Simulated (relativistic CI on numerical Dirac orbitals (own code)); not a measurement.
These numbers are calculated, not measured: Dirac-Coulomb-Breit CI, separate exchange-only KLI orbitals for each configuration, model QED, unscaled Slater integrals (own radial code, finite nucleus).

Configurations in the expansion (outside the closed core [Ne]): 3s²3p⁶3d, 3s²3p⁵3d², 3s3p⁶3d², 3s²3p⁶4s, 3s²3p⁶4p, 3s²3p⁶4d, 3s²3p⁵3d4s, 3s²3p⁶4f, 3s²3p⁵3d4p, 3s²3p⁵3d4d, 3s3p⁶3d4s, 3s²3p⁵3d4f, 3p⁶3d²4p, 3s3p⁶3d4p, 3s²3p⁶5s, 3s3p⁶3d4d, 3s²3p⁶5p, 3s3p⁶3d4f, 3s²3p⁶5d, 3s²3p⁶5f, 3s²3p⁶5g, 3p⁶3d³, 3p⁵3d⁴, 3p⁵3d³4s, 3p⁶3d²4s, 3p⁵3d²4s², 3p⁶3d²4d, 3p⁵3d³4d, 3p⁵3d²4s4d. Double excitations out of closed p, d and f shells are left out; levels of such configurations are missing from the list, as are those of other unlisted configurations, and high levels can miss mixing partners. These lack a partner that the ground configuration has and come out too high: 3s²3p⁵3d4p, 3s²3p⁵3d4f.

At this charge energies of transitions that change n are usually good to better than 1 %, and those within a shell (Δn = 0) to a few per cent.

Outline of the computed level scheme of Hg LXII. Lowest level of each configuration: 3s²3p⁶3d ²D3/2 at 0.00 eV; 3s²3p⁵3d² ⁴D°3/2 at 281.06 eV.

Some strong electric-dipole decays among the lowest 45 levels: 3s²3p⁵3d² ²D°3/2 → 3s²3p⁶3d ²D3/2 (1.1e+13 s⁻¹); 3s²3p⁵3d² ²D°5/2 → 3s²3p⁶3d ²D5/2 (7.3e+12 s⁻¹); 3s²3p⁵3d² ²P°3/2 → 3s²3p⁶3d ²D5/2 (7.3e+12 s⁻¹); 3s²3p⁵3d² ²F°7/2 → 3s²3p⁶3d ²D5/2 (6.1e+12 s⁻¹); 3s²3p⁵3d² ²P°1/2 → 3s²3p⁶3d ²D3/2 (5.5e+12 s⁻¹); 3s²3p⁵3d² ²D°5/2 → 3s²3p⁶3d ²D5/2 (1.8e+12 s⁻¹); 3s²3p⁵3d² ²P°1/2 → 3s²3p⁶3d ²D3/2 (1.8e+12 s⁻¹); 3s²3p⁵3d² ²F°5/2 → 3s²3p⁶3d ²D3/2 (1.7e+12 s⁻¹).

LS names give the leading component of a level, which can be under half, so a name can repeat, a term be missing and a line seem to break the LS rules.
